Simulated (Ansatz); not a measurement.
Consider the substitution at a C–Cl bond: `C[C@@H]1B[C@H]1Cl` + H–F → `C[C@H]1B[C@@H]1F` + HCl.

Computed with Ansatz on PBE0-D4/def2-TZVP structures; ΔE is electronic, products minus reactants. CCSD(T)/CBS adds triple-zeta CCSD(T) − MP2 to the extrapolated MP2 energy (def2 sets, frozen cores). This one scheme is used for every species. Functionals use def2-TZVPP.

**Question.** Is it downhill or uphill in electronic energy at CCSD(T)/CBS, and by how much? (Best estimate.)

**Answer.** Computed: Uphill: ΔE = +40.6 kJ/mol.

**Question.** What do these levels give: ωB97X-V, MP2/def2-TZVPP, SCS-MP2/def2-TZVPP, HF/CBS(def2), MP2/CBS(def2), CCSD/CBS(def2)? (Best estimate.)

**Answer.** Computed: ωB97X-V 27.3, MP2/def2-TZVPP 46.6, SCS-MP2/def2-TZVPP 39.8, HF/CBS(def2) 23.7, MP2/CBS(def2) 52.2, CCSD/CBS(def2) 38.6 kJ/mol.

Largest T1 diagnostic among the species: 0.012.

From PBE to PBE0 (25 % exact exchange), in def2-TZVPP and without D4, ΔE moves by +3.8 kJ/mol. In def2-TZVPP, CCSD(T) changes the Hartree–Fock value by +11.7 kJ/mol (the triples alone add +2.0 kJ/mol) and MP2 by +23.2 kJ/mol.
